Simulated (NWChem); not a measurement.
System: BO cation

The following NWChem deck was run.

```
start job
memory heap 200 mb stack 900 mb global 1100 mb
charge 1
geometry units angstroms noautosym nocenter noautoz
  B      0.000000     0.000000    -0.725316
  O      0.000000     0.000000     0.461112
end
basis spherical
  * library 6-31g*
end
dft
  xc hfexch
  iterations 150
end
property
  shielding
  efieldgrad
end
task dft property
```

Excerpt of the output:

```
             Northwest Computational Chemistry Package (NWChem) 7.3.0
             --------------------------------------------------------

                             Geometry "geometry" -> ""
                             -------------------------

 Output coordinates in angstroms (scale by  1.889725989 to convert to a.u.)

  No.       Tag          Charge          X              Y              Z
 ---- ---------------- ---------- -------------- -------------- --------------
    1 B                    5.0000     0.00000000     0.00000000    -0.72531600
    2 O                    8.0000     0.00000000     0.00000000     0.46111200

 Effective nuclear repulsion energy (a.u.)      17.8410236104

  xc_inp: hfexch multiplicative factor not found.
                              NWChem Property Module
                              ----------------------

  itol2e modified to match energy
  convergence criterion.

                                 NWChem DFT Module
                                 -----------------

 Summary of "ao basis" -> "ao basis" (spherical)
 ------------------------------------------------------------------------------
       Tag                 Description            Shells   Functions and Types
 ---------------- ------------------------------  ------  ---------------------
 B                           6-31g*                  6       14   3s2p1d
 O                           6-31g*                  6       14   3s2p1d

  itol2e modified to match energy
  convergence criterion.

            General Information
            -------------------
          SCF calculation type: DFT
          Wavefunction type:  closed shell.
          No. of atoms     :     2
          No. of electrons :    12
           Alpha electrons :     6
            Beta electrons :     6
          Charge           :     1
          Spin multiplicity:     1
          Use of symmetry is: off; symmetry adaption is: off
          Maximum number of iterations: 150
          AO basis - number of functions:    28
                     number of shells:    12
          Convergence on energy requested:  1.00D-07
          Convergence on density requested:  1.00D-05
          Convergence on gradient requested:  5.00D-04

              XC Information
              --------------
                     Hartree-Fock (Exact) Exchange  1.000

      Superposition of Atomic Density Guess
      -------------------------------------

 Sum of atomic energies:         -99.28044073

 Renormalizing density from      13.00 to     12

      Non-variational initial energy
      ------------------------------

 Total energy =     -94.308667
 1-e energy   =    -157.275523
 2-e energy   =      45.125832
 HOMO         =      -1.141847
 LUMO         =      -0.656570

   convergence    iter        energy       DeltaE   RMS-Dens  Diis-err
 ---------------- ----- ----------------- --------- --------- ---------
 d= 0,ls=0.0,diis     1    -98.5017369251 -1.16D+02  7.85D-02  4.84D+00
 d= 0,ls=0.0,diis     2    -97.2496512685  1.25D+00  5.77D-02  1.50D+01
 d= 0,ls=0.0,diis     3    -99.0143304777 -1.76D+00  5.53D-03  8.91D-02
 d= 0,ls=0.0,diis     4    -99.0282759862 -1.39D-02  2.62D-03  4.17D-03
 d= 0,ls=0.0,diis     5    -99.0304859458 -2.21D-03  2.52D-03  1.16D-03
  Resetting Diis
 d= 0,ls=0.0,diis     6    -99.0315780349 -1.09D-03  1.69D-03  2.47D-04
 d= 0,ls=0.0,diis     7    -99.0318275504 -2.50D-04  1.00D-04  9.80D-06
 d= 0,ls=0.0,diis     8    -99.0318299907 -2.44D-06  5.07D-05  4.99D-06
 d= 0,ls=0.0,diis     9    -99.0318309092 -9.19D-07  7.56D-05  1.35D-06
 d= 0,ls=0.0,diis    10    -99.0318317561 -8.47D-07  4.11D-05  1.23D-07
 d= 0,ls=0.0,diis    11    -99.0318318867 -1.31D-07  1.69D-06  5.07D-10
 d= 0,ls=0.0,diis    12    -99.0318318870 -2.50D-10  1.36D-07  2.59D-11

         Total DFT energy =      -99.031831886993
      One electron energy =     -166.742725658966
           Coulomb energy =       61.633055092371
    Exchange-Corr. energy =      -11.763184930754
 Nuclear repulsion energy =       17.841023610356

 Numeric. integr. density =        0.000000000000

                       DFT Final Molecular Orbital Analysis
                       ------------------------------------

 Vector    4  Occ=2.000000D+00  E=-9.634700D-01
              MO Center=  1.5D-16, -8.8D-16,  4.8D-01, r^2= 6.8D-01
   Bfn.  Coefficient  Atom+Function         Bfn.  Coefficient  Atom+Function
  ----- ------------  ---------------      ----- ------------  ---------------
    19      0.552717  2 O  pz                20      0.397692  2 O  s
     2     -0.303560  1 B  s                 23      0.234663  2 O  pz
    16      0.220860  2 O  s                  5     -0.216343  1 B  pz
     1      0.129125  1 B  s                  6     -0.127661  1 B  s
    15     -0.086910  2 O  s                 12     -0.025464  1 B  d  0

 Vector    5  Occ=2.000000D+00  E=-8.634419D-01
              MO Center= -8.1D-16, -8.0D-16,  1.6D-01, r^2= 8.4D-01
   Bfn.  Coefficient  Atom+Function         Bfn.  Coefficient  Atom+Function
  ----- ------------  ---------------      ----- ------------  ---------------
    18      0.429169  2 O  py                17      0.352478  2 O  px
    22      0.268601  2 O  py                 4      0.258762  1 B  py
    21      0.220603  2 O  px                 3      0.212522  1 B  px
     8      0.066590  1 B  py                 7      0.054690  1 B  px
    11      0.032442  1 B  d -1              25     -0.031393  2 O  d -1

 Vector    6  Occ=2.000000D+00  E=-8.634419D-01
              MO Center=  1.1D-15, -1.3D-15,  1.6D-01, r^2= 8.4D-01
   Bfn.  Coefficient  Atom+Function         Bfn.  Coefficient  Atom+Function
  ----- ------------  ---------------      ----- ------------  ---------------
    17      0.429169  2 O  px                18     -0.352478  2 O  py
    21      0.268601  2 O  px                 3      0.258762  1 B  px
    22     -0.220603  2 O  py                 4     -0.212522  1 B  py
     7      0.066590  1 B  px                 8     -0.054690  1 B  py
    13     -0.032442  1 B  d  1              27      0.031393  2 O  d  1

 Vector    7  Occ=0.000000D+00  E=-4.531613D-01
              MO Center= -2.1D-16,  4.8D-15, -1.2D+00, r^2= 1.1D+00
   Bfn.  Coefficient  Atom+Function         Bfn.  Coefficient  Atom+Function
  ----- ------------  ---------------      ----- ------------  ---------------
     6      0.604286  1 B  s                  5     -0.410407  1 B  pz
     2      0.250132  1 B  s                  9     -0.232960  1 B  pz
    19      0.186049  2 O  pz                 1     -0.152833  1 B  s
    23      0.117315  2 O  pz                16     -0.043772  2 O  s

 Vector    8  Occ=0.000000D+00  E=-1.663625D-01
              MO Center=  1.3D-15,  1.1D-15, -6.2D-01, r^2= 1.9D+00
   Bfn.  Coefficient  Atom+Function         Bfn.  Coefficient  Atom+Function
  ----- ------------  ---------------      ----- ------------  ---------------
     8      0.509388  1 B  py                 7      0.437078  1 B  px
     4      0.366483  1 B  py                22     -0.350818  2 O  py
     3      0.314459  1 B  px                21     -0.301018  2 O  px
    18     -0.264430  2 O  py                17     -0.226893  2 O  px
    11     -0.050232  1 B  d -1              13      0.043102  1 B  d  1

[...]

          -----------------------------------------
          Chemical Shielding Tensors (GIAO, in ppm)
          -----------------------------------------

                                NWChem CPHF Module
                                ------------------

  scftype          =     RHF
  nclosed          =        6
  nopen            =        0
  variables        =      132
  # of vectors     =        3
  tolerance        = 0.10D-03
  level shift      = 0.00D+00
  max iterations   =       50
  max subspace     =       30

 SCF residual:    1.4492486364292476E-006

Iterative solution of linear equations
  No. of variables      132
  No. of equations        3
  Maximum subspace       30
        Iterations       50
       Convergence  1.0D-04

   iter   nsub   residual    time
   ----  ------  --------  ---------
     1      3    8.66D-01       1.2
     2      6    2.08D-01       1.3
     3      9    1.37D-01       1.4
     4     12    4.96D-02       1.5
     5     15    4.49D-03       1.6
     6     18    4.54D-04       1.8
     7     21    6.01D-05       1.9

      Atom:    1  B
        Diamagnetic
    199.3379      0.0000     -0.0000
      0.0000    199.3379      0.0000
     -0.0000      0.0000    207.1572

        Paramagnetic
   -190.7088     -0.0000      0.0000
     -0.0000   -190.7088     -0.0000
      0.0000     -0.0000     -0.0000

        Total Shielding Tensor
      8.6291     -0.0000      0.0000
     -0.0000      8.6291     -0.0000
      0.0000     -0.0000    207.1572

           isotropic =      74.8051
          anisotropy =     198.5281

          Principal Components and Axis System
                 1           2           3
              207.1572      8.6291      8.6291

      1         0.0000      1.0000     -0.0000
      2        -0.0000     -0.0000      1.0000
      3         1.0000      0.0000     -0.0000

      Atom:    2  O
        Diamagnetic
    369.8968     -0.0000     -0.0000
     -0.0000    369.8968      0.0000
     -0.0000      0.0000    406.4633

        Paramagnetic
     25.8377      0.0000     -0.0000
      0.0000     25.8377     -0.0000
     -0.0000     -0.0000      0.0000

        Total Shielding Tensor
    395.7345      0.0000     -0.0000
      0.0000    395.7345     -0.0000
     -0.0000     -0.0000    406.4633

           isotropic =     399.3107
          anisotropy =      10.7289

          Principal Components and Axis System
                 1           2           3
              406.4633    395.7345    395.7345

      1        -0.0000      0.0000      1.0000
      2        -0.0000      1.0000      0.0000
      3         1.0000     -0.0000     -0.0000
```

Level: Hartree-Fock/6-31G* (spherical d), GIAO. Geometry: optimised at PBE0/def2-SVP. NWChem prints the field gradient with the sign opposite to the second derivative of the potential. The printed shielding anisotropy is the first printed principal value minus the mean of the other two.
